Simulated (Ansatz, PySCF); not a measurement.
C$_{3}$H$_{7}$AlClF (SMILES CC[CH2][Al]([F])[Cl]), singlet, geometry from GFN2-xTB (such geometries of metal compounds can be far from the true shape), with bond 9-5 at 1.4 times its length. Base run: CASSCF(2,2)/STO-3G (PySCF).

The PySCF input:
```python
from pyscf import gto, scf, mcscf
import numpy

mol = gto.M(
    atom='''
Al    0.049444    0.708982    0.208276
Cl    1.288756    2.312881    0.115044
F    -1.391691    0.932665    0.997533
C     0.347165   -1.119336   -0.535183
C    -0.864440   -2.011427   -0.236351
C    -0.672483   -3.422464   -0.781847
H     1.251669   -1.573310   -0.114185
H     0.520777   -1.082545   -1.616785
H    -1.092645   -2.075143    1.275108
H    -1.761416   -1.569016   -0.676682
H    -0.532561   -3.399640   -1.860896
H    -1.541065   -4.038983   -0.561876
H     0.202175   -3.889938   -0.333686
''',
    basis='sto-3g',
    charge=0,
    spin=0,
    verbose=4,
)

mf = scf.RHF(mol)
mf.kernel()
mc = mcscf.CASSCF(mf, 2, 2)
mc.fix_spin_(ss=0.0)
mc.kernel()
occ = numpy.linalg.eigvalsh(mc.fcisolver.make_rdm1(mc.ci, mc.ncas, mc.nelecas))[::-1]
ss = mc.fcisolver.spin_square(mc.ci, mc.ncas, mc.nelecas)[0]
print('natural occupations', occ.round(4), ' <S^2>', round(ss, 4))
```

Programs used: Ansatz (a quantum-chemistry and plane-wave program), PySCF; a row that names a program was run with it.

Variants of this job, named by their change:

```json
[
 {"change": "base", "ΔE vs base (kcal/mol)": "0.000", "natural occupations": "1.97 0.03", "<S^2> of the state": "0.00"},
 {"change": "fix_spin_ = off", "ΔE vs base (kcal/mol)": "0.000", "natural occupations": "1.97 0.03", "<S^2> of the state": "0.00"},
 {"change": "conv_tol = 1e-5", "ΔE vs base (kcal/mol)": "-0.78", "natural occupations": "1.98 0.02", "<S^2> of the state": "0.00"},
 {"change": "active space = 10 electrons, 9 orbitals", "ΔE vs base (kcal/mol)": "-44.46", "natural occupations": "2.00 1.99 1.98 1.97 1.91 0.09 0.04 0.02 0.02", "<S^2> of the state": "0.00"},
 {"change": "orbitals = fixed (CASCI)", "ΔE vs base (kcal/mol)": "9.10", "natural occupations": "2.00 0.00", "<S^2> of the state": "0.00"},
 {"change": "active space = 10 electrons, 8 orbitals", "ΔE vs base (kcal/mol)": "-36.19", "natural occupations": "2.00 2.00 1.98 1.97 1.91 0.09 0.03 0.02", "<S^2> of the state": "0.00"},
 {"change": "solver = newton", "ΔE vs base (kcal/mol)": "0.000", "natural occupations": "1.97 0.03", "<S^2> of the state": "0.00"},
 {"change": "start = MP2 natural orbitals", "ΔE vs base (kcal/mol)": "-16.05", "natural occupations": "1.91 0.09", "<S^2> of the state": "0.00"},
 {"change": "code = ansatz; correction = SC-NEVPT2, all electrons", "ΔE vs base (kcal/mol)": "-141.4", "natural occupations": "-", "<S^2> of the state": "-"},
 {"change": "active space = 8 electrons, 7 orbitals", "ΔE vs base (kcal/mol)": "-35.85", "natural occupations": "2.00 1.98 1.97 1.91 0.09 0.03 0.02", "<S^2> of the state": "0.00"},
 {"change": "code = ansatz", "ΔE vs base (kcal/mol)": "-16.04", "natural occupations": "-", "<S^2> of the state": "-"}
]
```

Active orbitals are taken around the Fermi level unless the row says otherwise; CASSCF can end in different local minima, and two programs can end on different orbitals. State-averaged rows give the lowest state.
